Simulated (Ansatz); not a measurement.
The first iterations of a band of C₂H₆LiN (10 atoms, charge 0, multiplicity 1).

These are results of Ansatz, RKS B3LYP-D4/def2-SVP, not measurements.

```yaml
movable_images: 7
climbing_image: yes
spring: 5.0 eV/Å²
optimiser: quadratic models (default)
start_path: IDPP
force_threshold: 0.05 eV/Å
iteration_limit: 60
end_points: relaxed
```

First end point:

```xyz
10
Properties=species:S:1:pos:R:3
Li -2.311 0.421 0.294
C -0.353 0.213 -0.306
C 0.250 -1.156 0.028
N 0.618 1.261 0.132
H -0.362 0.280 -1.412
H 0.283 -1.349 1.118
H 1.297 -1.242 -0.334
H -0.339 -1.976 -0.420
H 0.344 2.169 -0.246
H 0.572 1.378 1.146
```

Last end point:

```xyz
10
Properties=species:S:1:pos:R:3
Li -1.559 1.024 1.457
C -0.443 0.244 -0.087
C 0.095 -1.164 0.191
N 0.688 1.073 -0.603
H -1.135 0.142 -0.947
H -0.724 -1.872 0.413
H 0.780 -1.191 1.060
H 0.671 -1.560 -0.672
H 0.331 1.952 -0.981
H 1.297 1.352 0.169
```

| iteration | highest image above the first end (eV) | largest band force component (eV/Å) |
| --- | --- | --- |
| 1 | 0.244 | 1.074 |
| 2 | 0.181 | 0.418 |

Does the band converge within its limit, and where does its top end?

The run converged. It ended after 6 iterations with the highest image 0.173 eV above the first end. A vibrational analysis at the climbing image gives one clearly imaginary mode, 270i cm⁻¹: a first-order saddle point.

Time of the run: 2.1 min on 1 thread of Intel(R) Xeon(R) Platinum 8375C CPU @ 2.90GHz (Ice Lake) (shared host), peak memory 0.17 GiB.
